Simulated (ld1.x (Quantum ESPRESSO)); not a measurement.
Pseudopotential generation for Ag (Z = 47): TM semilocal, PBEsol, scalar-relativistic.

The input file (ld1.x (Quantum ESPRESSO) 7.5):

```
&input
   title='Ag', zed=47., rel=1, dft='PBESOL', iswitch=3,
   config='[Kr] 4d10 5s1 5p0',
   nld=3, rlderiv=4.25, eminld=-3.0, emaxld=5.0, deld=0.02
 /
 &inputp
   pseudotype=1, tm=.true., lloc=0,
   nlcc=.true.,
   file_pseudopw='Ag.pp', file_wfcaegen='ae.wfc', file_wfcncgen='nc.wfc'
 /
3
5P  2  1   0.00   0.00  3.90  3.90  0.0
4D  3  2  10.00   0.00  1.60  1.60  0.0
5S  1  0   1.00   0.00  1.75  1.75  0.0
 &test
   configts(1)='4d10 5s1 5p0'
 /
```

Command:

```bash
ld1.x < Ag.in > Ag.out
```

The program printed (shortened: banner, matrices, multipoles, cross overlaps and the repeated all-electron block are left out):

```
Program LD1 v.7.5
     --------------------------- All-electron run ----------------------------

     Ag
     scalar relativistic calculation

     atomic number is 47.00
     dft =PBESOL   lsd =0 sic =0 latt =0  beta=0.20 tr2=1.0E-14
     Exchange-correlation= PBESOL
                           (   1   4  10   8   0   0   0)
     mesh =1237 r(mesh) =  99.46963 a.u. xmin = -7.00 dx = 0.01250
     1 Ry =  13.60569312 eV, c = 137.03599908

     n l     nl                  e(Ry)          e(Ha)          e(eV)
     1 0     1S 1( 2.00)     -1860.7139      -930.3570    -25316.3028
     2 0     2S 1( 2.00)      -273.9810      -136.9905     -3727.7009
     2 1     2P 1( 6.00)      -245.7977      -122.8988     -3344.2476
     3 0     3S 1( 2.00)       -50.2097       -25.1048      -683.1372
     3 1     3P 1( 6.00)       -40.9546       -20.4773      -557.2152
     4 0     4S 1( 2.00)        -6.9800        -3.4900       -94.9679
     4 1     4P 1( 6.00)        -4.3006        -2.1503       -58.5130
     3 2     3D 1(10.00)       -26.3487       -13.1744      -358.4925
     4 2     4D 1(10.00)        -0.5478        -0.2739        -7.4526
     5 0     5S 1( 1.00)        -0.3249        -0.1624        -4.4204
     5 1     5P 1( 0.00)        -0.0491        -0.0246        -0.6684

     final scf error:  4.3E-15 reached in  26 iterations

     Etot =  -10627.010055 Ry,   -5313.505027 Ha, -144587.837622 eV

     Ekin =   11039.570900 Ry,    5519.785450 Ha,  150201.013874 eV
     Encl =  -25693.276698 Ry,  -12846.638349 Ha, -349574.838074 eV
     Eh   =    4319.743760 Ry,    2159.871880 Ha,   58773.107973 eV
     Exc  =    -293.048017 Ry,    -146.524009 Ha,   -3987.121395 eV

     normalization and overlap integrals

     s(1S/1S) =  1.000000  <r> =   0.0311  <r2> =    0.0013  r(max) =   0.0202
     s(2S/2S) =  1.000000  <r> =   0.1350  <r2> =    0.0215  r(max) =   0.1136
     s(2P/2P) =  1.000000  <r> =   0.1177  <r2> =    0.0169  r(max) =   0.0907
     s(3S/3S) =  1.000000  <r> =   0.3688  <r2> =    0.1556  r(max) =   0.3328
     s(3P/3P) =  1.000000  <r> =   0.3678  <r2> =    0.1571  r(max) =   0.3246
     s(4S/4S) =  1.000000  <r> =   0.9118  <r2> =    0.9430  r(max) =   0.8186
     s(4P/4P) =  1.000000  <r> =   1.0010  <r2> =    1.1503  r(max) =   0.8714
     s(3D/3D) =  1.000000  <r> =   0.3459  <r2> =    0.1426  r(max) =   0.2725
     s(4D/4D) =  1.000000  <r> =   1.4189  <r2> =    2.5100  r(max) =   1.0381
     s(5S/5S) =  1.000000  <r> =   3.1342  <r2> =   11.4663  r(max) =   2.4902
     s(5P/5P) =  1.000000  <r> =   5.3545  <r2> =   35.4286  r(max) =   3.7616

     ------------------------ End of All-electron run ------------------------

     --------------------- Generating NC pseudopotential ---------------------

      Generating local pot.: lloc=0, matching radius rcloc =   1.7500

      Computing core charge for nlcc:

       r > 0.79 : true rho core
       r < 0.79 : rho core = a sin(br)/r    a=  18.04  b=   2.69

      Integrated core pseudo-charge :  10.75

      Wfc   5P  rcut= 3.857  Using Troullier-Martins method

      Wfc   4D  rcut= 1.608  Using Troullier-Martins method

     ------------------- End of pseudopotential generation -------------------

     Computing logarithmic derivative in   4.23601
     Computing logarithmic derivative in   4.23601
     Computing the partial wave expansion
       no projector for channel:   0
     R is outside the sphere for l=    1 j= 0.00
     R is outside the sphere for l=    2 j= 0.00

     ---------------------- Testing the pseudopotential ----------------------

     Ag
     scalar relativistic calculation

     atomic number is 47.00   valence charge is 11.00
     dft =PBESOL   lsd =0 sic =0 latt =0  beta=0.20 tr2=1.0E-14
     mesh =1237 r(mesh) =  99.46963 xmin = -7.00 dx = 0.01250

     n l     nl             e AE (Ry)        e PS (Ry)    De AE-PS (Ry)
     3 2     4D   1(10.00)       -0.54776       -0.54776        0.00001
     1 0     5S   1( 1.00)       -0.32490       -0.32489       -0.00000
     2 1     5P   1( 0.00)       -0.04913       -0.04913        0.00000

     eps = 4.6E-16  iter = 12

     Etot =  -10627.010055 Ry,   -5313.505027 Ha, -144587.837622 eV
     Etotps =   -94.112500 Ry,     -47.056250 Ha,   -1280.465790 eV

     Ekin =      66.398895 Ry,      33.199447 Ha,     903.402988 eV
     Encl =    -114.000400 Ry,     -57.000200 Ha,   -1551.054463 eV
     Ehrt =      71.765226 Ry,      35.882613 Ha,     976.415637 eV
     Ecxc =     -35.052961 Ry,     -17.526481 Ha,    -476.919835 eV
     (Ecc =     -18.418767 Ry,      -9.209383 Ha,    -250.600086 eV)
     Epseu=     -83.223259 Ry,     -41.611629 Ha,   -1132.310118 eV

     ---------------------- End of pseudopotential test ----------------------
```

Generation and configuration tests took about 1.4 s on one core of a shared server CPU.
